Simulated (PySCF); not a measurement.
H5NOSiTe, SMILES N[Te]O[SiH3]. Atoms are numbered in the order given.

```xyz
9

Te    -0.6017     0.0468     0.5711
N     -0.6430     1.9589     0.0032
H      0.0146     2.5724     0.4768
H     -0.6532     2.1245    -0.9994
O      1.2316    -0.5388    -0.0314
Si     1.5435    -0.9511    -1.6166
H      0.7563    -2.1491    -2.0464
H      3.0013    -1.2472    -1.7245
H      1.2067     0.1780    -2.5446
```

The structure is a stationary point at PBE0-D3(BJ)/def2-SVP. The structure was generated by enumeration, and PubChem lists no compound with its InChIKey, so it may never have been made. The def2 effective core potentials stand for the cores of Te; spin–orbit coupling is left out. One conformer was computed; it need not be the lowest.

All values below come from PBE/def2-TZVP (PySCF).

ESP charges are fitted to the potential on shells at 1.4 to 2.0 van der Waals radii. Atomic charges (e):

```
atom  ESP fit  Mulliken
----  -------  --------
Te1      0.27      0.41
N2          …     -0.60
H3       0.36      0.25
H4       0.36      0.25
O5          …     -0.47
Si6      0.33      0.30
H7          …     -0.04
H8          …     -0.03
H9          …     -0.06
```

### Question
Some entries are withheld; supply them. (The exact figures need the calculation; the answer reports its results.)

### Answer

- N2, ESP fit: -0.76
- O5, ESP fit: -0.34
- H7, ESP fit: -0.08
- H8, ESP fit: -0.05
- H9, ESP fit: -0.09

### Question
Give the Mayer and Wiberg (Löwdin basis) orders of the bonds. (The exact figures need the calculation; the answer reports its results.)

### Answer

```
bond    Mayer  Wiberg
------  -----  ------
Te1–N2   1.16    1.59
N2–H3    0.91    1.00
N2–H4    0.91    1.00
Te1–O5   0.87    1.24
O5–Si6   1.16    1.71
Si6–H7   0.93    0.97
Si6–H8   0.94    0.96
Si6–H9   0.93    0.97
```
